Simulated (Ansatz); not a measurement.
A short molecular-dynamics run on Al₈N₈, a nanocrystal cut from wurtzite AlN (bare).

```yaml
crystal:
  periodic: [false, false, false]
  atoms:
    - {symbol: Al, position_ang: [-1.672154, -0.960961, -2.692280]}
    - {symbol: N, position_ang: [-1.740047, -0.996470, -0.904419]}
    - {symbol: Al, position_ang: [-1.660451, -0.950739, 0.932515]}
    - {symbol: N, position_ang: [-1.654681, -0.945932, 2.766275]}
    - {symbol: Al, position_ang: [1.666938, -0.967341, -2.687347]}
    - {symbol: N, position_ang: [-0.000220, -0.001176, -3.033075]}
    - {symbol: N, position_ang: [1.731402, -1.008090, -0.900224]}
    - {symbol: Al, position_ang: [-0.002490, -0.001588, -0.969988]}
    - {symbol: Al, position_ang: [1.647738, -0.955521, 0.935167]}
    - {symbol: N, position_ang: [-0.005124, -0.002040, 0.842597]}
    - {symbol: N, position_ang: [1.646343, -0.941373, 2.770081]}
    - {symbol: Al, position_ang: [-0.005364, -0.002033, 2.825813]}
    - {symbol: Al, position_ang: [0.005541, 1.925892, -2.688528]}
    - {symbol: N, position_ang: [0.007483, 2.003202, -0.901176]}
    - {symbol: Al, position_ang: [0.009798, 1.905970, 0.934845]}
    - {symbol: N, position_ang: [0.025297, 1.898191, 2.769743]}
basis:
  gaussian: {orbitals: "6-31G*"}
hamiltonian: {xc: {name: BLYP}, dispersion: d3bj}
md: {timestep: 0.5 fs, n_steps: 15, ensemble: nvt_langevin, temperature: 700, initial_velocities: maxwell_boltzmann, friction: 0.01, seed: 142}
scf: {omitted_lower_state_checks: [starts]}
```

```sh
$ ansatz run in.yaml --threads 2 --pin off --events-out ev --progress --plain --max-ram 22528MiB --backend cuda --devices 0, --max-vram 18GiB
```

| step | time (fs) | potential energy (eV) | kinetic (eV) | T (K) |
| --- | --- | --- | --- | --- |
| 0 | 0.0 | -64697.1386 | 1.3572 | 656 |
| 1 | 0.5 | -64697.1348 | 1.2982 | 628 |
| 2 | 1.0 | -64697.1266 | 1.3122 | 634 |
| 3 | 1.5 | -64697.1142 | 1.2858 | 622 |
| 4 | 2.0 | -64697.0981 | 1.3047 | 631 |
| 5 | 2.5 | -64697.0783 | 1.3535 | 654 |
| 6 | 3.0 | -64697.0549 | 1.3115 | 634 |
| 7 | 3.5 | -64697.0284 | 1.2963 | 627 |
| 8 | 4.0 | -64696.9988 | 1.2507 | 605 |
| 9 | 4.5 | -64696.9666 | 1.2005 | 580 |
| 10 | 5.0 | -64696.9330 | 1.1960 | 578 |
| 11 | 5.5 | -64696.8985 | 1.1691 | 565 |
| 12 | 6.0 | -64696.8634 | 1.1104 | 537 |
| 13 | 6.5 | -64696.8279 | 1.0253 | 496 |
| 14 | 7.0 | -64696.7908 | 0.9910 | 479 |
| 15 | 7.5 | -64696.7526 | 0.9613 | 465 |

Velocities are drawn at the set temperature; a run this short doesn't reach equilibrium. Under Langevin dynamics the printed temperature counts 3N degrees of freedom, so it starts below the set value.

The 6-31G sets use Cartesian d functions. The restricted singlet is unstable towards broken spin symmetry in Hartree–Fock (as tested in another run); at RKS BLYP-D3(BJ)/6-31G* this wasn't settled.

Frames (Å, forces in eV/Å):

```xyz
16
time=0.0 fs
Al   -1.672   -0.961   -2.692   -0.193   -0.109   -0.128
N    -1.740   -0.996   -0.904    0.010    0.003    0.004
Al   -1.660   -0.951    0.933   -0.168   -0.095   -0.058
N    -1.655   -0.946    2.766   -0.076   -0.044    0.143
Al    1.667   -0.967   -2.687    0.191   -0.114   -0.144
N     0.000   -0.001   -3.033    0.009    0.006   -0.033
N     1.731   -1.008   -0.900   -0.028    0.023    0.008
Al   -0.002   -0.002   -0.970   -0.004   -0.001    0.079
Al    1.648   -0.956    0.935    0.172   -0.096   -0.038
N    -0.005   -0.002    0.843    0.008    0.004   -0.078
N     1.646   -0.941    2.770    0.072   -0.051    0.130
Al   -0.005   -0.002    2.826    0.007    0.007    0.163
Al    0.006    1.926   -2.689    0.001    0.223   -0.139
N     0.007    2.003   -0.901    0.002   -0.035    0.008
Al    0.010    1.906    0.935    0.007    0.195   -0.047
N     0.025    1.898    2.770   -0.011    0.084    0.130
16
time=0.5 fs
Al   -1.672   -0.960   -2.692   -0.229   -0.134   -0.101
N    -1.746   -1.001   -0.903    0.071    0.037   -0.005
Al   -1.660   -0.954    0.933   -0.143   -0.069   -0.093
N    -1.653   -0.944    2.764   -0.088   -0.057    0.201
Al    1.669   -0.965   -2.687    0.192   -0.119   -0.155
N    -0.001   -0.005   -3.029    0.018    0.043   -0.057
N     1.737   -1.012   -0.902   -0.099    0.054    0.086
Al   -0.006   -0.004   -0.968    0.040   -0.037    0.099
Al    1.646   -0.955    0.934    0.226   -0.108   -0.037
N    -0.001    0.000    0.847   -0.076   -0.034   -0.211
N     1.647   -0.935    2.770    0.120   -0.087    0.133
Al   -0.004   -0.003    2.827   -0.027    0.109    0.148
Al    0.005    1.925   -2.686    0.003    0.199   -0.252
N     0.010    2.000   -0.904   -0.015   -0.011    0.102
Al    0.008    1.908    0.931    0.020    0.179   -0.036
N     0.023    1.903    2.764   -0.012    0.036    0.178
16
time=1.0 fs
Al   -1.671   -0.959   -2.692   -0.270   -0.162   -0.068
N    -1.751   -1.005   -0.901    0.132    0.070   -0.019
Al   -1.661   -0.956    0.934   -0.116   -0.044   -0.124
N    -1.651   -0.941    2.761   -0.102   -0.071    0.252
Al    1.670   -0.963   -2.688    0.195   -0.125   -0.154
N    -0.002   -0.009   -3.024    0.029    0.083   -0.081
N     1.743   -1.016   -0.904   -0.170    0.086    0.149
Al   -0.009   -0.006   -0.967    0.083   -0.070    0.124
Al    1.645   -0.954    0.933    0.289   -0.124   -0.036
N     0.003    0.001    0.851   -0.174   -0.064   -0.346
N     1.648   -0.929    2.770    0.168   -0.123    0.138
Al   -0.002   -0.004    2.828   -0.058    0.206    0.134
Al    0.004    1.925   -2.683    0.005    0.175   -0.361
N     0.013    1.997   -0.906   -0.031    0.009    0.192
Al    0.006    1.910    0.927    0.035    0.161   -0.023
N     0.022    1.908    2.759   -0.014   -0.006    0.222
16
time=1.5 fs
Al   -1.670   -0.958   -2.693   -0.312   -0.191   -0.037
N    -1.757   -1.009   -0.900    0.192    0.103   -0.030
Al   -1.661   -0.959    0.935   -0.093   -0.021   -0.157
N    -1.650   -0.939    2.759   -0.112   -0.082    0.303
Al    1.671   -0.961   -2.688    0.200   -0.133   -0.146
N    -0.003   -0.012   -3.019    0.040    0.121   -0.106
N     1.750   -1.020   -0.906   -0.240    0.118    0.200
Al   -0.013   -0.008   -0.965    0.127   -0.098    0.154
Al    1.643   -0.953    0.932    0.355   -0.145   -0.030
N     0.007    0.002    0.855   -0.270   -0.087   -0.481
N     1.650   -0.923    2.771    0.217   -0.158    0.141
Al    0.000   -0.004    2.829   -0.095    0.295    0.120
Al    0.004    1.924   -2.680    0.006    0.156   -0.470
N     0.015    1.994   -0.908   -0.046    0.024    0.284
Al    0.004    1.912    0.924    0.048    0.142   -0.011
N     0.020    1.912    2.754   -0.016   -0.044    0.265
16
time=2.0 fs
Al   -1.670   -0.956   -2.693   -0.354   -0.219   -0.011
N    -1.762   -1.013   -0.899    0.249    0.135   -0.041
Al   -1.660   -0.962    0.936   -0.075   -0.001   -0.192
N    -1.648   -0.937    2.757   -0.119   -0.091    0.358
Al    1.673   -0.959   -2.688    0.206   -0.140   -0.136
N    -0.004   -0.016   -3.015    0.047    0.155   -0.128
N     1.756   -1.024   -0.907   -0.308    0.151    0.243
Al   -0.017   -0.011   -0.964    0.173   -0.126    0.180
Al    1.642   -0.952    0.931    0.419   -0.166   -0.018
N     0.011    0.004    0.859   -0.358   -0.105   -0.602
N     1.652   -0.916    2.771    0.259   -0.189    0.143
Al    0.002   -0.004    2.830   -0.131    0.376    0.102
Al    0.003    1.924   -2.677    0.008    0.139   -0.588
N     0.017    1.991   -0.911   -0.061    0.041    0.382
Al    0.002    1.914    0.920    0.061    0.119    0.008
N     0.018    1.917    2.749   -0.016   -0.079    0.301
16
time=2.5 fs
Al   -1.669   -0.955   -2.693   -0.395   -0.247    0.021
N    -1.768   -1.017   -0.898    0.312    0.170   -0.059
Al   -1.660   -0.965    0.937   -0.062    0.016   -0.229
N    -1.647   -0.935    2.754   -0.123   -0.099    0.416
Al    1.675   -0.958   -2.688    0.209   -0.146   -0.130
N    -0.004   -0.019   -3.011    0.053    0.190   -0.148
N     1.761   -1.029   -0.909   -0.372    0.182    0.285
Al   -0.020   -0.013   -0.962    0.214   -0.153    0.204
Al    1.640   -0.951    0.929    0.484   -0.187   -0.002
N     0.015    0.005    0.863   -0.445   -0.119   -0.725
N     1.654   -0.910    2.770    0.294   -0.216    0.146
Al    0.004   -0.005    2.832   -0.161    0.449    0.085
Al    0.003    1.923   -2.674    0.009    0.119   -0.711
N     0.019    1.988   -0.913   -0.075    0.060    0.476
Al    0.000    1.917    0.916    0.074    0.092    0.050
N     0.016    1.921    2.745   -0.017   -0.111    0.323
16
time=3.0 fs
Al   -1.669   -0.954   -2.694   -0.436   -0.276    0.056
N    -1.775   -1.021   -0.896    0.377    0.208   -0.081
Al   -1.660   -0.967    0.937   -0.055    0.030   -0.259
N    -1.646   -0.932    2.752   -0.124   -0.104    0.472
Al    1.677   -0.956   -2.688    0.210   -0.151   -0.127
N    -0.005   -0.023   -3.006    0.063    0.231   -0.167
N     1.767   -1.034   -0.910   -0.432    0.212    0.326
Al   -0.024   -0.016   -0.961    0.251   -0.179    0.235
Al    1.639   -0.950    0.927    0.548   -0.209    0.012
N     0.019    0.006    0.868   -0.527   -0.126   -0.856
N     1.656   -0.905    2.770    0.328   -0.241    0.152
Al    0.006   -0.006    2.833   -0.193    0.518    0.070
Al    0.003    1.924   -2.671    0.010    0.094   -0.832
N     0.021    1.985   -0.914   -0.087    0.077    0.553
Al   -0.002    1.919    0.912    0.086    0.060    0.120
N     0.014    1.925    2.742   -0.018   -0.144    0.326
16
time=3.5 fs
Al   -1.668   -0.952   -2.694   -0.482   -0.307    0.085
N    -1.781   -1.026   -0.895    0.439    0.243   -0.106
Al   -1.659   -0.970    0.938   -0.052    0.042   -0.277
N    -1.645   -0.930    2.750   -0.121   -0.107    0.520
Al    1.679   -0.955   -2.688    0.211   -0.156   -0.124
N    -0.005   -0.027   -3.002    0.077    0.276   -0.185
N     1.773   -1.038   -0.911   -0.491    0.241    0.370
Al   -0.028   -0.018   -0.960    0.290   -0.204    0.268
Al    1.638   -0.949    0.926    0.609   -0.230    0.024
N     0.022    0.007    0.872   -0.600   -0.133   -0.978
N     1.659   -0.899    2.769    0.362   -0.266    0.154
Al    0.008   -0.006    2.835   -0.232    0.588    0.055
Al    0.002    1.924   -2.668    0.010    0.068   -0.952
N     0.023    1.981   -0.915   -0.100    0.097    0.624
Al   -0.004    1.922    0.908    0.097    0.030    0.200
N     0.013    1.930    2.739   -0.018   -0.181    0.320
16
time=4.0 fs
Al   -1.667   -0.951   -2.693   -0.529   -0.339    0.105
N    -1.787   -1.030   -0.893    0.495    0.276   -0.125
Al   -1.658   -0.972    0.938   -0.050    0.053   -0.291
N    -1.644   -0.929    2.748   -0.116   -0.110    0.565
Al    1.680   -0.953   -2.688    0.215   -0.163   -0.130
N    -0.006   -0.031   -2.997    0.087    0.323   -0.204
N     1.778   -1.043   -0.913   -0.546    0.267    0.428
Al   -0.032   -0.021   -0.959    0.331   -0.224    0.307
Al    1.637   -0.948    0.924    0.666   -0.247    0.037
N     0.025    0.009    0.875   -0.666   -0.145   -1.093
N     1.662   -0.893    2.769    0.396   -0.292    0.150
Al    0.010   -0.007    2.836   -0.273    0.654    0.040
Al    0.002    1.924   -2.665    0.011    0.044   -1.069
N     0.026    1.978   -0.917   -0.112    0.116    0.684
Al   -0.005    1.924    0.903    0.109    0.002    0.287
N     0.012    1.934    2.736   -0.019   -0.217    0.310
16
time=4.5 fs
Al   -1.667   -0.949   -2.693   -0.572   -0.369    0.117
N    -1.792   -1.035   -0.892    0.548    0.306   -0.135
Al   -1.658   -0.975    0.939   -0.050    0.065   -0.315
N    -1.644   -0.927    2.746   -0.108   -0.110    0.615
Al    1.682   -0.951   -2.687    0.223   -0.172   -0.141
N    -0.006   -0.035   -2.993    0.088    0.369   -0.226
N     1.784   -1.048   -0.914   -0.595    0.290    0.490
Al   -0.036   -0.023   -0.958    0.370   -0.240    0.349
Al    1.635   -0.948    0.923    0.721   -0.261    0.048
N     0.028    0.010    0.879   -0.727   -0.155   -1.205
N     1.665   -0.888    2.769    0.426   -0.315    0.145
Al    0.012   -0.008    2.837   -0.312    0.714    0.025
Al    0.002    1.925   -2.662    0.011    0.022   -1.184
N     0.028    1.975   -0.918   -0.123    0.133    0.745
Al   -0.007    1.927    0.899    0.120   -0.026    0.364
N     0.011    1.939    2.733   -0.019   -0.251    0.308
16
time=5.0 fs
Al   -1.667   -0.948   -2.692   -0.611   -0.397    0.118
N    -1.798   -1.039   -0.891    0.598    0.334   -0.129
Al   -1.657   -0.977    0.939   -0.050    0.075   -0.343
N    -1.644   -0.925    2.744   -0.096   -0.109    0.664
Al    1.683   -0.950   -2.687    0.229   -0.179   -0.146
N    -0.005   -0.040   -2.989    0.086    0.412   -0.249
N     1.789   -1.053   -0.916   -0.642    0.312    0.547
Al   -0.039   -0.026   -0.957    0.409   -0.254    0.383
Al    1.634   -0.947    0.921    0.775   -0.276    0.068
N     0.030    0.011    0.883   -0.784   -0.168   -1.308
N     1.668   -0.882    2.769    0.446   -0.333    0.131
Al    0.015   -0.008    2.838   -0.350    0.765    0.012
Al    0.001    1.925   -2.659    0.012    0.000   -1.295
N     0.030    1.971   -0.919   -0.134    0.151    0.806
Al   -0.008    1.929    0.895    0.131   -0.052    0.426
N     0.011    1.943    2.729   -0.019   -0.283    0.314
16
time=5.5 fs
Al   -1.667   -0.946   -2.691   -0.649   -0.423    0.124
N    -1.803   -1.043   -0.890    0.648    0.363   -0.134
Al   -1.657   -0.980    0.940   -0.054    0.084   -0.360
N    -1.644   -0.923    2.742   -0.081   -0.105    0.706
Al    1.685   -0.948   -2.686    0.233   -0.185   -0.149
N    -0.005   -0.044   -2.984    0.087    0.451   -0.269
N     1.794   -1.058   -0.918   -0.688    0.333    0.599
Al   -0.043   -0.029   -0.957    0.443   -0.264    0.411
Al    1.633   -0.947    0.919    0.829   -0.291    0.102
N     0.032    0.012    0.886   -0.829   -0.176   -1.404
N     1.672   -0.877    2.770    0.458   -0.346    0.103
Al    0.017   -0.007    2.839   -0.386    0.803    0.001
Al    0.001    1.926   -2.657    0.012   -0.023   -1.395
N     0.033    1.968   -0.920   -0.143    0.168    0.855
Al   -0.009    1.932    0.891    0.139   -0.079    0.493
N     0.010    1.948    2.726   -0.018   -0.309    0.317
16
time=6.0 fs
Al   -1.667   -0.945   -2.691   -0.688   -0.450    0.142
N    -1.809   -1.047   -0.888    0.698    0.390   -0.161
Al   -1.656   -0.982    0.940   -0.061    0.091   -0.367
N    -1.644   -0.921    2.741   -0.062   -0.099    0.747
Al    1.687   -0.946   -2.686    0.237   -0.191   -0.153
N    -0.005   -0.048   -2.980    0.088    0.491   -0.287
N     1.799   -1.062   -0.919   -0.730    0.353    0.643
Al   -0.047   -0.031   -0.956    0.470   -0.272    0.434
Al    1.631   -0.946    0.917    0.881   -0.304    0.140
N     0.033    0.012    0.889   -0.867   -0.180   -1.489
N     1.676   -0.872    2.770    0.464   -0.356    0.074
Al    0.019   -0.007    2.841   -0.421    0.833   -0.013
Al    0.000    1.927   -2.654    0.012   -0.044   -1.488
N     0.035    1.964   -0.921   -0.151    0.180    0.895
Al   -0.010    1.934    0.888    0.146   -0.108    0.563
N     0.010    1.952    2.722   -0.017   -0.333    0.318
16
time=6.5 fs
Al   -1.666   -0.944   -2.690   -0.725   -0.475    0.162
N    -1.815   -1.051   -0.887    0.745    0.415   -0.190
Al   -1.656   -0.985    0.941   -0.068    0.099   -0.380
N    -1.645   -0.919    2.739   -0.040   -0.092    0.790
Al    1.688   -0.945   -2.685    0.242   -0.198   -0.155
N    -0.005   -0.052   -2.976    0.088    0.528   -0.304
N     1.804   -1.067   -0.920   -0.769    0.371    0.682
Al   -0.050   -0.034   -0.955    0.493   -0.276    0.449
Al    1.630   -0.946    0.915    0.932   -0.317    0.177
N     0.034    0.013    0.892   -0.901   -0.187   -1.556
N     1.680   -0.866    2.771    0.467   -0.365    0.047
Al    0.021   -0.007    2.842   -0.456    0.863   -0.028
Al    0.000    1.927   -2.652    0.011   -0.066   -1.579
N     0.037    1.961   -0.922   -0.157    0.191    0.940
Al   -0.011    1.937    0.884    0.152   -0.133    0.628
N     0.009    1.956    2.719   -0.015   -0.359    0.317
16
time=7.5 fs
Al   -1.666   -0.943   -2.689   -0.794   -0.521    0.201
N    -1.825   -1.057   -0.883    0.836    0.458   -0.256
Al   -1.655   -0.991    0.942   -0.075    0.121   -0.425
N    -1.646   -0.915    2.735   -0.001   -0.080    0.894
Al    1.692   -0.942   -2.684    0.250   -0.208   -0.172
N    -0.005   -0.060   -2.969    0.087    0.588   -0.338
N     1.814   -1.075   -0.923   -0.841    0.401    0.777
Al   -0.056   -0.039   -0.953    0.530   -0.278    0.494
Al    1.627   -0.945    0.911    1.024   -0.337    0.234
N     0.037    0.015    0.897   -0.954   -0.222   -1.691
N     1.689   -0.856    2.772    0.470   -0.381   -0.007
Al    0.026   -0.007    2.844   -0.524    0.927   -0.058
Al   -0.002    1.927   -2.649    0.009   -0.102   -1.763
N     0.041    1.955   -0.925   -0.167    0.212    1.057
Al   -0.012    1.941    0.877    0.161   -0.170    0.730
N     0.007    1.964    2.713   -0.010   -0.409    0.321
```

Run time 43 s (2 threads of AMD EPYC 7R13 on a shared host and a share (18 GiB) of an NVIDIA H100 80GB HBM3), peak host memory 0.98 GiB.
